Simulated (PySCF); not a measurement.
## P (phosphorus, neutral) across methods

[Ne] 3s2 3p3, high-spin 4S determinant. All numbers are calculated (PySCF 2.14, the spin-free X2C one-electron Hamiltonian (Gaussian nucleus), in x2c-QZVPPall with one added diffuse shell each of s, p, d, f type (10s7p5d3f1g, 86 functions)). The B2PLYP total includes its PT2 part (frozen core); its orbital energies are those of the SCF part.

```csv
method,E (hartree),mean ε 3s α (eV),mean ε 3s β (eV),mean ε 3p α (eV),Σ⟨r²⟩ (bohr²),⟨S²⟩
PBE0,-341.9702,-16.976,-13.216,-7.522,30.06,3.750
wB97X-V,-342.0375,-19.787,-15.901,-9.720,30.14,3.750
PBE,-341.9420,-14.803,-12.081,-6.284,30.30,3.750
B2PLYP,-341.9785,-19.020,-14.204,-8.508,30.17,3.751
r2SCAN,-342.0725,-15.674,-12.013,-6.686,29.97,3.750
UHF,-341.53699,-22.832,-15.220,-10.656,30.22,3.751
LDA,-340.8183,-14.775,-12.324,-6.285,30.38,3.751
B3LYP,-342.1177,-16.408,-13.259,-7.108,30.22,3.751
LC-wPBE,-341.9964,-20.506,-16.071,-10.293,29.79,3.750
```
